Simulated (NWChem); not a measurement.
# MnHOF, sextet; SMILES [OH][Mn][F]

```xyz
4

Mn    -0.0106     0.0182     0.0000
F      0.0239     1.8041     0.0000
O      0.0778    -1.7766     0.0000
H     -0.5722    -2.4796     0.0000
```
Atoms are numbered in this order, from 1.

Program: NWChem. Spin-unrestricted. The geometry was optimised at PBE0/def2-SVP, spin-unrestricted. The spin multiplicity was typed, not searched, and may not be the lowest. No stability test was run on the SCF state. Total energies compare along this basis series because the functional is fixed.

| level | basis functions | energy (Ha) | highest occupied level (eV) | lowest empty minus highest occupied level, either spin (eV) | dipole (D) | <S²> |
|---|---|---|---|---|---|---|
| B3LYP/def2-SVP | 64 | -1326.4771 | -6.85 | 4.24 | 2.13 | 8.76 |
| B3LYP/def2-SVPD | 88 | -1326.5239 | [?] | [?] | [?] | 8.76 |
| B3LYP/def2-TZVP | 113 | -1326.8724 | -7.46 | 4.52 | 2.21 | 8.76 |
| B3LYP/def2-TZVPP | 140 | -1326.8777 | -7.50 | 4.55 | 2.14 | 8.76 |

Problem. What belongs in the gaps?

Solution. 
- B3LYP/def2-SVPD, highest occupied level (eV): -7.60
- B3LYP/def2-SVPD, lowest empty minus highest occupied level, either spin (eV): 4.61
- B3LYP/def2-SVPD, dipole (D): 2.08
